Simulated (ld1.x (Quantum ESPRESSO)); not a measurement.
Results of a calculation; reference values are marked as such.
Potentials for Li (Z = 3) compared

Generated with ld1.x 7.5 (TM, RRKJ, ultrasoft, PAW), atompaw 4.2 or ONCVPSP 4.0.1. The cutoff is in Ry: for ld1.x and atompaw files where the sum of valence levels is converged to 10 mRy in a Bessel basis, for ONCV files where the hardest occupied wave has 1 mHa per electron of residual kinetic energy. The error is the largest all-electron minus pseudo excitation energy over each file’s own four to seven test configurations (ionisations up to +4, promotions, holes and added fractions of an electron), all of which were solved. The labels leave out finer settings (local radius, basis sizes, second energies), which also bear on the numbers. Spin-polarised tests are not counted. The rows are a selection from randomly drawn settings: files with unsolved tests, undetermined cutoffs or missed reference levels are left out.

| potential | cutoff (Ry) | largest error (meV) | bound ghosts |
| --- | --- | --- | --- |
| TM semilocal, PBE, scalar-relativistic, rc 0.60/4.20 (sp), local s, core correction no, reference 1s2 2s0 2p0 | 180 | +36 | none |
| TM, PBEsol, scalar-relativistic, rc 0.50/4.20/4.25 (spd), local p, core correction no, reference 1s2 2s0 2p1 | 260 | +215 | none |
| TM semilocal, LDA (PZ), non-relativistic, rc 2.15/4.20 (sp), local p, core correction no, reference 2s0.75 2p0.25 | 6 | +5.0 | none |

Task: Fill in the row for Li: TM, PBE, non-relativistic, rc 3.55/4.20/3.25 (spd), local s, core correction no, reference 2s0.5 2p0.5.

Result: cutoff 6 Ry, largest error +4.7 meV, bound ghosts: none.

Task: Fill in the row for Li: TM, PW91, scalar-relativistic, rc 2.25/4.20/4.35 (spd), local smoothed, core correction no, reference 2s1 2p0.

Result: cutoff 6 Ry, largest error +5.4 meV, bound ghosts: none.
